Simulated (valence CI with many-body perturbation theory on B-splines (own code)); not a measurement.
E1 transitions of Pt⁶⁵⁺

Calculated by configuration interaction combined with many-body perturbation theory (CI+MBPT): three valence electrons over a frozen Dirac-Fock core [Ne], a basis of 11 s, 11 p, 9 d, 7 f, 5 g, 2 h, 1 i functions for each j, with the one-electron correlation potential Σ1 (screened to all orders), the two-electron term Σ2, the three-electron term Σ3, Breit, model QED; selected single and double excitations, second order for the rest (own B-spline code, finite nucleus).

No measured spectrum was set against this ion. As an estimate, large intervals hold to a few tenths of a per cent, small ones and those within an open d or f shell to about a per cent.

Lines 1 to 50 of 277 in falling wavelength, among levels below 1746.0 eV, chosen from the strongest by gf and those to the six lowest levels. Wavelengths and rates use the calculated energies. Electric multipoles are in the length gauge, E1 and E2 with the static RPA response of the core. Weak lines are less certain than strong ones. Lines between different terms over intervals too small for the method are left out, as are lines whose strength nearly cancels. The highest levels of a list are the least certain.

Levels are named by their leading jj configuration (3d3/2^4 stands for four electrons in 3d with j = 3/2), which in mixed levels can hold well under half, so a name can repeat and another be missing. Letters in brackets count levels of one name in rising energy.

```
λ vac (nm)                          Upper                          Lower   A (s⁻¹)  S (a.u.) with core polarisation  S without
     8.847      (3p1/2 3p3/2 3d3/2) J=7/2     (3s 3p3/2 3d3/2) J=5/2 [b]  6.01e+09                         1.64e-02   1.67e-02
     8.624         (3s 3p1/2 3d3/2) J=5/2             (3s^2 3d3/2) J=3/2  9.90e+09                         1.88e-02   1.91e-02
     8.278     (3s 3p1/2 3p3/2) J=3/2 [a]             (3s^2 3p3/2) J=3/2  2.36e+09                         2.64e-03   2.68e-03
     7.993          (3p1/2 3d3/2^2) J=5/2             (3s 3d3/2^2) J=3/2  1.20e+10                         1.81e-02   1.84e-02
     7.917  (3p1/2 3p3/2 3d5/2) J=7/2 [b]     (3s 3p3/2 3d5/2) J=5/2 [b]  1.29e+10                         2.54e-02   2.57e-02
     7.809      (3p1/2 3p3/2 3d5/2) J=9/2     (3s 3p3/2 3d5/2) J=7/2 [b]  1.14e+10                         2.68e-02   2.72e-02
     7.318         (3s 3p1/2 3p3/2) J=5/2             (3s^2 3p3/2) J=3/2  1.65e+10                         1.92e-02   1.95e-02
     7.314         (3s 3p1/2 3d5/2) J=7/2             (3s^2 3d5/2) J=5/2  2.69e+10                         4.16e-02   4.22e-02
     7.101  (3p1/2 3p3/2 3d3/2) J=5/2 [a]     (3s 3p3/2 3d3/2) J=3/2 [a]  1.10e+10                         1.16e-02   1.18e-02
     7.093          (3p1/2^2 3d3/2) J=3/2         (3s 3p1/2 3d3/2) J=1/2  1.77e+10                         1.24e-02   1.26e-02
     7.021  (3p1/2 3p3/2 3d5/2) J=3/2 [b]     (3s 3p3/2 3d5/2) J=3/2 [b]  1.61e+10                         1.10e-02   1.12e-02
     6.983     (3s 3p1/2 3d3/2) J=3/2 [a]     (3s 3p1/2 3p3/2) J=3/2 [b]  3.07e+09                         2.07e-03   2.10e-03
     6.893      (3p1/2 3p3/2 3d5/2) J=9/2     (3s 3p3/2 3d5/2) J=7/2 [a]  1.47e+10                         2.38e-02   2.42e-02
     6.876     (3s 3p1/2 3d5/2) J=5/2 [b]             (3s^2 3d5/2) J=5/2  2.05e+10                         1.97e-02   2.00e-02
     6.866     (3s 3p1/2 3d3/2) J=3/2 [c]             (3s^2 3d3/2) J=3/2  1.64e+10                         1.05e-02   1.06e-02
     6.794  (3p1/2 3p3/2 3d5/2) J=5/2 [b]     (3s 3p3/2 3d5/2) J=7/2 [b]  1.18e+10                         1.10e-02   1.11e-02
     6.786             (3s 3p1/2^2) J=1/2             (3s^2 3p1/2) J=1/2  4.46e+10                         1.38e-02   1.40e-02
     6.768  (3p1/2 3p3/2 3d3/2) J=3/2 [a]     (3s 3p3/2 3d3/2) J=3/2 [a]  1.78e+10                         1.09e-02   1.10e-02
     6.750          (3p1/2 3p3/2^2) J=1/2             (3s 3p3/2^2) J=1/2  3.51e+10                         1.07e-02   1.08e-02
     6.750      (3p1/2 3p3/2 3d3/2) J=7/2         (3s 3p3/2 3d3/2) J=7/2  2.11e+10                         2.56e-02   2.60e-02
     6.718  (3p1/2 3p3/2 3d5/2) J=5/2 [a]     (3s 3p3/2 3d5/2) J=3/2 [a]  3.16e+10                         2.84e-02   2.88e-02
     6.698         (3s 3p1/2 3d5/2) J=3/2             (3s^2 3d5/2) J=5/2  2.95e+10                         1.75e-02   1.77e-02
     6.674      (3p1/2 3p3/2 3d3/2) J=7/2     (3s 3p3/2 3d3/2) J=5/2 [a]  1.18e+10                         1.38e-02   1.40e-02
     6.579  (3p1/2 3p3/2 3d5/2) J=3/2 [b]         (3s 3p3/2 3d5/2) J=1/2  3.37e+10                         1.89e-02   1.92e-02
     6.574          (3p1/2^2 3d5/2) J=5/2         (3s 3p1/2 3d5/2) J=3/2  4.20e+10                         3.53e-02   3.58e-02
     6.484     (3s 3p1/2 3p3/2) J=3/2 [b]             (3s^2 3p3/2) J=3/2  2.94e+10                         1.58e-02   1.60e-02
     6.479     (3s 3p1/2 3d3/2) J=3/2 [b]     (3s 3p1/2 3p3/2) J=3/2 [b]  3.52e+10                         1.89e-02   1.92e-02
     6.420  (3p1/2 3p3/2 3d5/2) J=3/2 [a]     (3s 3p3/2 3d5/2) J=5/2 [a]  4.66e+10                         2.43e-02   2.47e-02
     6.412          (3p1/2^2 3d5/2) J=5/2     (3s 3p1/2 3d5/2) J=5/2 [b]  4.20e+10                         3.28e-02   3.33e-02
     6.279  (3p1/2 3p3/2 3d5/2) J=5/2 [a]     (3s 3p3/2 3d5/2) J=5/2 [a]  3.23e+10                         2.37e-02   2.40e-02
     6.219     (3s 3p1/2 3d3/2) J=3/2 [a]         (3s 3p1/2 3p3/2) J=5/2  3.31e+10                         1.57e-02   1.60e-02
     6.204          (3p1/2 3p3/2^2) J=5/2             (3s 3p3/2^2) J=5/2  3.13e+10                         2.22e-02   2.25e-02
     6.161  (3p1/2 3p3/2 3d5/2) J=7/2 [b]     (3s 3p3/2 3d5/2) J=7/2 [a]  2.80e+10                         2.59e-02   2.62e-02
     6.125         (3s 3p1/2 3p3/2) J=1/2             (3s^2 3p3/2) J=3/2  3.67e+10                         8.32e-03   8.45e-03
     6.098         (3s 3p1/2 3d3/2) J=5/2     (3s 3p1/2 3p3/2) J=3/2 [b]  9.35e+09                         6.28e-03   6.37e-03
     6.095          (3p1/2^2 3d3/2) J=3/2         (3s 3p1/2 3d3/2) J=5/2  8.56e+10                         3.83e-02   3.88e-02
     6.090  (3p1/2 3p3/2 3d5/2) J=5/2 [b]     (3s 3p3/2 3d5/2) J=7/2 [a]  4.05e+10                         2.71e-02   2.75e-02
     6.073          (3p1/2^2 3d5/2) J=5/2         (3s 3p1/2 3d5/2) J=7/2  7.85e+10                         5.20e-02   5.28e-02
     6.053  (3p1/2 3p3/2 3d5/2) J=7/2 [a]         (3s 3p3/2 3d5/2) J=9/2  6.01e+10                         5.26e-02   5.34e-02
     6.029          (3p1/2 3p3/2^2) J=3/2             (3s 3p3/2^2) J=5/2  6.11e+10                         2.64e-02   2.68e-02
     5.977  (3p1/2 3p3/2 3d3/2) J=5/2 [a]          (3p1/2 3p3/2^2) J=5/2  3.16e+10                         2.00e-02   2.03e-02
     5.919  (3p1/2 3p3/2 3d3/2) J=5/2 [b]         (3s 3p3/2 3d3/2) J=7/2  6.79e+10                         4.17e-02   4.23e-02
     5.892  (3p1/2 3p3/2 3d3/2) J=3/2 [b]     (3s 3p3/2 3d3/2) J=5/2 [a]  3.35e+10                         1.35e-02   1.37e-02
     5.825      (3p1/2 3p3/2 3d5/2) J=9/2         (3s 3p3/2 3d5/2) J=9/2  4.29e+10                         4.19e-02   4.25e-02
     5.816     (3s 3p1/2 3d3/2) J=3/2 [b]         (3s 3p1/2 3p3/2) J=5/2  5.07e+10                         1.97e-02   2.00e-02
     5.757          (3p1/2^2 3d3/2) J=3/2     (3s 3p1/2 3d3/2) J=3/2 [b]  5.49e+10                         2.07e-02   2.10e-02
     5.662     (3s 3p1/2 3d3/2) J=3/2 [a]     (3s 3p1/2 3p3/2) J=3/2 [a]  2.23e+10                         7.98e-03   8.09e-03
     5.507         (3s 3p1/2 3d3/2) J=5/2         (3s 3p1/2 3p3/2) J=5/2  1.22e+10                         6.04e-03   6.12e-03
     5.500          (3p1/2 3d3/2^2) J=5/2  (3p1/2 3p3/2 3d3/2) J=5/2 [a]  2.16e+10                         1.06e-02   1.08e-02
     5.345         (3s 3p1/2 3d3/2) J=1/2     (3s 3p1/2 3p3/2) J=3/2 [b]  7.61e+08                         1.15e-04   1.17e-04
```
